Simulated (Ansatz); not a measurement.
Consider the formal exchange of groups at the Si–O bond: `NB(Cl)O[SiH3]` + `CB(N)[SiH3]` → `CB(N)[SiH2][SiH3]` + `NB(O)Cl`.

Computed with Ansatz on PBE0-D4/def2-TZVP structures; ΔE is electronic, products minus reactants. CCSD(T)/CBS adds triple-zeta CCSD(T) − MP2 to the extrapolated MP2 energy (def2 sets, frozen cores). DFT in def2-TZVPP. B3LYP here is the variant with VWN-RPA as its local correlation; programs differ in this. One conformer a species, not always the lowest.

Question: Is it downhill or uphill in electronic energy at CCSD(T)/CBS, and by how much? (An estimate is asked.)

Answer: The calculation gave: Uphill: ΔE = +73.0 kJ/mol.

Question: What do these levels give: PBE-D4, B3LYP-D4, ωB97M-V, PBE, B3LYP, HF/def2-TZVPP, MP2/def2-TZVPP, SCS-MP2/def2-TZVPP, HF/def2-QZVPP, MP2/def2-QZVPP, SCS-MP2/def2-QZVPP, HF/CBS(def2)? (Estimate.)

Answer: Ansatz gave: PBE-D4 46.6, B3LYP-D4 73.7, ωB97M-V 74.2, PBE 47.5, B3LYP 75.1, HF/def2-TZVPP 100.2, MP2/def2-TZVPP 78.0, SCS-MP2/def2-TZVPP 84.1, HF/def2-QZVPP 102.8, MP2/def2-QZVPP 79.2, SCS-MP2/def2-QZVPP 85.0, HF/CBS(def2) 103.2 kJ/mol.

Largest T1 diagnostic among the species: 0.013.

From PBE to PBE0 (25 % exact exchange), in def2-TZVPP and without D4, ΔE moves by +7.3 kJ/mol. In def2-TZVPP, CCSD(T) changes the Hartree–Fock value by −27.6 kJ/mol (the triples alone add −3.8 kJ/mol) and MP2 by −22.2 kJ/mol.
